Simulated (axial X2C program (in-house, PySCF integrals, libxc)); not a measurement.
**SbP at several levels of theory**

Calculated with an in-house relativistic program for diatomic molecules. Spin-free means the one-electron spin-free X2C Hamiltonian. Basis: Sb dyall-cv3z [11s12p8d4f1g], P dyall-v3z [8s7p2d1f] (cores contracted in-house); Gaussian nuclei, density fitting, unrestricted open shells. Masses: Sb 120.904 u, P 30.974 u.

Input:
```json
{
 "zs": [
  51,
  15
 ],
 "q": 0,
 "bas": [
  "dyall-cv3z",
  "dyall-v3z"
 ],
 "levels": [
  "PBE0",
  "HF",
  "BHandHLYP"
 ],
 "cc": true,
 "r0": 2.35,
 "thr": -1.0,
 "nmax": 90,
 "npts": 10,
 "nst": 2,
 "ntry": 6
}
```
```bash
python so2c.py task.json out
```

Keys: zs atomic numbers; q charge; bas basis sets; levels methods; cc coupled cluster on or off; r0 starting distance in Å; thr threshold in hartree for freezing inner shells (an s shell follows its p shell); nmax most natural virtual spinors; npts points on the curve; nst determinants followed; ntry starts of the search. HF also brings MP2.

State, spin-free: M_S = 0, Λ = 0 (closed shell); electrons by block: σα: 15, σβ: 15, π+α: 7, π+β: 7, π-α: 7, π-β: 7, δ+α: 2, δ+β: 2, δ-α: 2, δ-β: 2. Fragments: Sb + P.

```json
{"Hamiltonian": "spin-free", "level": "PBE0", "Re (Å)": "2.186", "ωe (cm⁻¹)": "543.5", "ωexe (cm⁻¹)": "1.17", "Be (cm⁻¹)": "0.1431", "De (eV)": "3.39", "D0 (eV)": "3.36", "k (mdyn/Å)": "4.29", "μ (D)": "-1.54"}
{"Hamiltonian": "spin-free", "level": "HF", "Re (Å)": "2.154", "ωe (cm⁻¹)": "598.6", "ωexe (cm⁻¹)": "1.06", "Be (cm⁻¹)": "0.1473", "De (eV)": "0.180", "D0 (eV)": "0.143", "k (mdyn/Å)": "5.21", "μ (D)": "-1.67"}
{"Hamiltonian": "spin-free", "level": "MP2", "Re (Å)": "2.254", "ωe (cm⁻¹)": "448.8", "ωexe (cm⁻¹)": "2.15", "Be (cm⁻¹)": "0.1345", "De (eV)": "3.36", "D0 (eV)": "3.34", "k (mdyn/Å)": "2.93", "μ (D)": "n/a"}
{"Hamiltonian": "spin-free", "level": "CCSD", "Re (Å)": "2.210", "ωe (cm⁻¹)": "521.9", "ωexe (cm⁻¹)": "1.29", "Be (cm⁻¹)": "0.14", "De (eV)": "2.84", "D0 (eV)": "2.80", "k (mdyn/Å)": "3.96", "μ (D)": "n/a"}
{"Hamiltonian": "spin-free", "level": "CCSD(T)", "Re (Å)": "2.231", "ωe (cm⁻¹)": "493.2", "ωexe (cm⁻¹)": "1.46", "Be (cm⁻¹)": "0.1373", "De (eV)": "3.23", "D0 (eV)": "3.20", "k (mdyn/Å)": "3.53", "μ (D)": "n/a"}
{"Hamiltonian": "spin-free", "level": "BHandHLYP", "Re (Å)": "2.172", "ωe (cm⁻¹)": "562.3", "ωexe (cm⁻¹)": "1.15", "Be (cm⁻¹)": "0.1449", "De (eV)": "3.03", "D0 (eV)": "3.00", "k (mdyn/Å)": "4.59", "μ (D)": "-1.55"}
```

Correlated methods: 10 electrons correlated (number of frozen shells: Sb 4 s, 3 p, 2 d; P 2 s, 1 p), 228 virtual spin orbitals or spinors in MP2, 88 natural virtuals in coupled cluster.

Dipoles are positive if P is the positive end.

The state is a single determinant with fixed occupations, the lowest that a limited PBE0 search found. The closed shell is kept restricted, so the energy runs too high when the bond is stretched far. Dissociation energies refer to the lowest single-determinant-based atoms at the same level and basis. CCSD and (T) use frozen natural virtuals with an MP2 correction for the truncation; (T) itself is uncorrected, so its De runs slightly low. With the outer-core shells frozen, correlated bond lengths of heavy atoms tend to come out a few hundredths of an ångström too long.

No reliable constants came from BHandHLYP (2c), CCSD (2c), CCSD(T) (2c), HF (2c), MP2 (2c), PBE0 (2c): no minimum in range, unconverged points, a curve that is not smooth, a change of character along it, or the two Hamiltonians disagreeing along it.

The whole task took 2.4 min on 1 thread of Intel(R) Xeon(R) Platinum 8488C (Sapphire Rapids), on a shared host.
